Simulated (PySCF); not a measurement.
Lowest singlet excitation (eV) of eight silicon and germanium compounds: TDDFT-PBE beside TDDFT-LC-ωPBE, computed with PySCF for isolated molecules in the bases named; differences from unrounded values. The eight are the first of their class met in an unordered collection, after screening for sound electronic states; none was chosen by its value. Each molecule has one DFT geometry for both levels.

```csv
molecule,basis,TDDFT-LC-ωPBE,TDDFT-PBE,difference
"C2H7NOSi2, SMILES CC1=N[SiH2]O[SiH2]1",def2-SVPD,3.99,___,___
"C3H8O2Si, SMILES C/C=C/O[SiH2]O",def2-SVPD,6.92,___,___
"Se(Br)(OSiH3) (BrH₃OSeSi), SMILES [SiH3]O[Se]Br",def2-SVPD,2.72,2.36,-0.35
"Ge(H)3(Et) (C2H8Ge), SMILES C[CH2][GeH3]",def2-SVPD,8.33,6.87,-1.46
"C2H8FNSi2, SMILES C=C[Si@H](N)[SiH2]F",def2-SVPD,6.27,4.51,-1.76
"Si(H)(F)(Br)(NH2) (BrFH₃NSi), SMILES Br[SiH](F)N",def2-SVPD,7.72,___,___
"CH4BrFOSi, SMILES C[Si](O)(F)Br",def2-SVPD,7.96,6.60,-1.36
"C₂H₇FOSi, SMILES F[SiH](C)OC",def2-SVPD,8.61,7.02,-1.59
```

Q: Complete the blanks. (Estimate from the structure and the level; the computed values follow.)

A: 
- C3H8O2Si, SMILES C/C=C/O[SiH2]O, TDDFT-PBE: 4.81
- C3H8O2Si, SMILES C/C=C/O[SiH2]O, difference: -2.11
- C2H7NOSi2, SMILES CC1=N[SiH2]O[SiH2]1, TDDFT-PBE: 3.80
- C2H7NOSi2, SMILES CC1=N[SiH2]O[SiH2]1, difference: -0.20
- Si(H)(F)(Br)(NH2) (BrFH₃NSi), SMILES Br[SiH](F)N, TDDFT-PBE: 6.23
- Si(H)(F)(Br)(NH2) (BrFH₃NSi), SMILES Br[SiH](F)N, difference: -1.49

TDDFT-PBE lies below TDDFT-LC-ωPBE in 8 and above it in 0 of the eight; the mean signed difference is -1.29 and the largest -2.11 eV.
